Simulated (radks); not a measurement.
Valence configurations of the niobium ion Nb+ (all share [Kr]). Method: scalar-relativistic Kohn-Sham, SCAN, spin-unpolarised, spherical densities, finite nucleus; meta-GGA in the generalised Kohn-Sham scheme; Fermi nuclear charge, rms radius 4.324 fm; computed with a radial shooting solver on a logarithmic mesh with Libxc functionals. Energies are relative to 4d4; eigenvalues in eV.

| valence | E (eV) | e(4d) | e(5p) | e(5s) |
|---|---|---|---|---|
| 4d4 | 0.000 | -9.136 | - | - |
| 4d3.5 5s0.5 | 0.138 | -10.201 | - | -9.716 |
| 4d2.5 5s1.5 | 0.989 | -12.495 | - | -11.172 |
| 4d3 5p1 | 4.506 | -12.326 | -6.957 | - |
| 4d2 5p2 | 10.807 | -15.629 | -8.393 | - |
| 4d3 5s1 | 0.479 | -11.316 | - | -10.467 |
| 4d3.5 5p0.5 | 2.047 | -10.714 | -6.234 | - |
| 4d1 5p3 | 19.159 | -19.064 | -9.542 | - |
| 4d1 5s1 5p2 | 14.264 | -18.166 | -9.113 | -14.008 |
| 4d2 5s2 | 1.793 | -13.684 | - | -11.820 |

NIST lists [Kr] 4d4 as the ground configuration; this level of theory agrees among the configurations tried. The energies are those of spherical spin-averaged densities, not of single terms.
